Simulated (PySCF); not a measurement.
P⁻ (phosphorus, charge -1) across methods

[Ne] 3s2 3p4, high-spin 3P determinant. All numbers are calculated (PySCF 2.14, the non-relativistic Hamiltonian (point nucleus), in aug-cc-pwCVDZ (6s5p3d, 36 functions)).

| method | E (hartree) | mean ε 3s β (eV) | mean ε 3p α (eV) | mean ε 3p β (eV) | Σ⟨r²⟩ (bohr²) | ⟨S²⟩ |
| --- | --- | --- | --- | --- | --- | --- |
| UHF | -340.69671 | -9.550 | -2.816 | -0.563 | 49.45 | 2.024 |
| BHandHLYP | -341.2938 | -8.093 | -1.011 | 0.369 | 49.60 | 2.009 |
| LDA | -340.0265 | -5.832 | 0.654 | 1.815 | 51.48 | 2.008 |
| M06-2X | -341.2671 | -8.028 | -1.059 | 0.357 | 49.81 | 2.016 |
| r2SCAN | -341.2650 | -5.576 | 0.474 | 1.790 | 50.03 | 2.015 |
| r2SCAN0 | -341.2627 | -6.789 | -0.437 | 1.026 | 49.45 | 2.014 |
| PBE0 | -341.1627 | -6.817 | -0.221 | 1.102 | 49.69 | 2.008 |
| B3LYP | -341.3144 | -6.743 | 0.038 | 1.194 | 50.63 | 2.008 |

(1) Estimate the same row for PBE.

The highest occupied level is positive at PBE, BHandHLYP, LDA, M06-2X, r2SCAN, r2SCAN0, PBE0, B3LYP: only the finite basis holds that electron, which in a density functional comes from self-interaction.

## Answers

(1) E (hartree) = -341.1337; mean ε 3s β (eV) = -5.591; mean ε 3p α (eV) = 0.747; mean ε 3p β (eV) = 1.887; Σ⟨r²⟩ (bohr²) = 50.93; ⟨S²⟩ = 2.006.
